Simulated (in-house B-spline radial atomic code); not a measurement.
Orbital energies and mean radii along the 41-electron series, configuration [Kr] 4d5. The effective charge is n√(-2ε), a non-relativistic measure. Computed with an all-electron radial atomic-structure program (B-spline basis): Dirac-Hartree-Fock, average of the configuration, finite nuclei.

```csv
ion,Z,energy of 4d3/2 (Eh),mean radius of 4d3/2 (bohr),energy of 3d5/2 (Eh),mean radius of 3d5/2 (bohr),energy of 3d3/2 (Eh),mean radius of 3d3/2 (bohr),effective charge of 4d3/2
Mo+,42,-0.55425,1.8541,-9.3802,0.41544,-9.5062,0.41204,4.2114
Tc2+,43,-1.0439,1.5976,-10.841,0.3993,-10.985,0.39591,5.7798
Ru3+,44,-1.6285,1.4261,-12.454,0.38441,-12.617,0.38102,7.2189
Rh4+,45,-2.297,1.2986,-14.203,0.37062,-14.388,0.36723,8.5735
Pd5+,46,-3.0437,1.1979,-16.082,0.35779,-16.291,0.3544,9.8691
Ag6+,47,-3.8651,1.1151,-18.086,0.34584,-18.32,0.34243,11.121
Cd7+,48,-4.7589,1.0452,-20.211,0.33466,-20.474,0.33124,12.34
In8+,49,-5.7236,0.98506,-22.456,0.32419,-22.749,0.32075,13.533
Sn9+,50,-6.7579,0.93248,-24.818,0.31436,-25.145,0.3109,14.706
Sb10+,51,-7.8609,0.88597,-27.298,0.30511,-27.661,0.30163,15.86
Te11+,52,-9.0321,0.84443,-29.893,0.29639,-30.295,0.29289,17.001
I12+,53,-10.271,0.80703,-32.603,0.28816,-33.048,0.28463,18.129
Xe13+,54,-11.577,0.77311,-35.428,0.28037,-35.918,0.27681,19.247
Cs14+,55,-12.949,0.74218,-38.367,0.27299,-38.906,0.26941,20.356
Ba15+,56,-14.388,0.71381,-41.419,0.266,-42.011,0.26238,21.458
La16+,57,-15.894,0.68769,-44.584,0.25935,-45.233,0.2557,22.552
Ce17+,58,-17.465,0.66354,-47.862,0.25303,-48.571,0.24935,23.641
```

(1) How does the screening of 4d3/2 change?

Answers

(1) Z less the effective charge goes from 37.79 at Z = 42 to 34.36 at Z = 58.
